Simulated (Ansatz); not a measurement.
`O[SiH](Cl)[GeH3]` → `[OH][GeH3]` + `[SiH]Cl`  (silylene formation by 1,1-elimination)

Gas-phase electronic energies from Ansatz, PBE0-D4/def2-TZVP geometries. CCSD(T)/CBS adds triple-zeta CCSD(T) − MP2 to the extrapolated MP2 energy (def2 sets, frozen cores). This one scheme is used for every species. Functionals use def2-TZVPP. B3LYP here is the variant with VWN-RPA as its local correlation; programs differ in this. For Ge outer-core shells are correlated without core-valence functions, which leaves a few kJ/mol of doubt a bond. Scalar relativity is left out up to krypton. Each species was taken in one conformer, which may not be the lowest.

```
             level  ΔE (kJ/mol)  difference from CCSD(T)/CBS
            PBE-D4        290.2                         -0.3
         r2SCAN-D4        308.9                         18.4
           PBE0-D4        302.3                         11.8
          B3LYP-D4        282.3                         -8.2
           ωB97X-V        296.2                          5.7
           ωB97M-V        281.6                         -8.9
            B2PLYP        278.0                        -12.5
               PBE        280.5                        -10.0
            r2SCAN        306.4                         15.9
              PBE0        293.7                          3.2
             B3LYP        266.6                        -23.9
     HF/def2-TZVPP        265.2                        -25.3
    MP2/def2-TZVPP        296.8                          6.3
SCS-MP2/def2-TZVPP        281.6                         -8.9
   CCSD/def2-TZVPP        278.0                        -12.5
CCSD(T)/def2-TZVPP        280.4                        -10.1
     HF/def2-QZVPP        265.1                        -25.4
    MP2/def2-QZVPP        302.6                         12.1
SCS-MP2/def2-QZVPP        287.2                         -3.3
      HF/CBS(def2)        265.1                        -25.4
     MP2/CBS(def2)        307.0                         16.5
    CCSD/CBS(def2)        288.1                         -2.4
       CCSD(T)/CBS        290.5                            0
```

Largest T1 diagnostic among the species: 0.013.

From PBE to PBE0 (25 % exact exchange), in def2-TZVPP and without D4, ΔE moves by +13.2 kJ/mol. In def2-TZVPP, CCSD(T) changes the Hartree–Fock value by +15.2 kJ/mol (the triples alone add +2.4 kJ/mol) and MP2 by +31.6 kJ/mol. The D4 term adds +15.7 kJ/mol with B3LYP and +8.6 kJ/mol with PBE0; it sums over pairs of atoms, weighted by their polarisabilities, and B3LYP, whose exchange is more repulsive, gets the larger term.
